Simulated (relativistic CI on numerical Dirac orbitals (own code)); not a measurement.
Method of calculation: Dirac-Coulomb-Breit CI, orbitals from a KLI potential per configuration, QED by a radiative potential, unscaled Slater integrals (own radial code, finite nucleus).

CI space (outside the closed core [Ne]): 3s2.3p6.3d4, 3s2.3p5.3d5, 3s.3p6.3d5, 3s2.3p6.3d3.4s, 3s2.3p6.3d3.4p, 3s2.3p6.3d3.4d, 3s2.3p6.3d3.4f, 3s2.3p5.3d4.4s, 3s2.3p6.3d2.4s.4p, 3s2.3p5.3d4.4p, 3s2.3p6.3d3.5s, 3s2.3p6.3d3.5p, 3s2.3p6.3d3.5d, 3s2.3p6.3d2.4p.4d, 3s.3p6.3d4.4s, 3s2.3p6.3d3.5g, 3s2.3p6.3d3.6s, 3s2.3p6.3d3.6d, 3s2.3p6.3d3.6g, 3s.3p6.3d4.5s, 3p6.3d6, 3p5.3d7, 3s2.3p6.3d2.4s2, 3s2.3p6.3d.4s2.4p, 3s2.3p6.3d.4s2.4d, 3s2.3p6.3d.4s2.4f, 3s2.3p6.3d2.4p2, 3s2.3p6.3d.4s.4p2, 3s2.3p6.3d.4p3, 3s2.3p6.3d.4p2.4d, 3s2.3p6.3d.4p2.4f, 3s2.3p6.3d2.4s.4d, 3s2.3p6.3d.4s.4p.4d, 3s2.3p6.3d.4s.4d2, 3s2.3p6.3d.4s.4d.4f, 3s2.3p6.3d2.4d2, 3s2.3p6.3d.4p.4d2, 3s2.3p6.3d.4d3, 3s2.3p6.3d.4d2.4f, 3p6.3d5.4s, 3p5.3d6.4s, 3s.3p6.3d3.4s2, 3s.3p6.3d2.4s2.4p, 3s.3p6.3d2.4s2.4d, 3s.3p6.3d2.4s2.4f, 3p6.3d5.4d, 3p5.3d6.4d, 3p6.3d4.4s2, 3p5.3d5.4s2, 3p6.3d3.4s2.4p, 3p6.3d3.4s2.4d, 3p6.3d3.4s2.4f. Double excitations out of closed p, d and f shells are left out; levels of such configurations are missing from the list, as are those of other unlisted configurations, and high levels can miss mixing partners. These lack a partner that the ground configuration has and come out too high: 3s2.3p5.3d4.4p.

At this charge energies of transitions that change n are usually good to better than 1 %, and those within a shell (Δn = 0) to a few per cent. Terms inside the open d or f shell come out 10 to 20 % too wide with unscaled integrals.

Outline of the computed level scheme of Sr XVII. Lowest level of each configuration: 3s2.3p6.3d4 5D_0 at 0.000 eV; 3s2.3p5.3d5 7P°_4 at 103.301 eV.

Some strong electric-dipole decays among the lowest 45 levels: 3s2.3p5.3d5 5G°_4 → 3s2.3p6.3d4 5D_3 (2.7e+09 s⁻¹).

LS names give the leading component of a level, which can be under half, so a name can repeat, a term be missing and a line seem to break the LS rules.
